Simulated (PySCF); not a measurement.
B(F)2(OEt) (C₂H₅BF₂O), SMILES O(B(F)F)CC.

Geometry optimised at ωB97X-D3(BJ)/def2-SVP. Other conformers were not sampled.

These are r2SCAN/def2-TZVP run with PySCF values and carry that method's errors.

Isolated molecule, no solvent.

Computed frontier levels, gap, dipole moment and polarisability:
highest occupied level: -8.06 eV
lowest empty level: 0.66 eV
orbital gap: 8.72 eV
dipole moment: 2.42 D
quadrupole, principal values (traceless, Buckingham form, about the centre of nuclear charge): -3.92, 0.86, 3.06 D·Å
mean static polarisability: 42.1 bohr³ (6.24 Å³)
polarisability, principal values: 37.7, 39.4, 49.3 bohr³
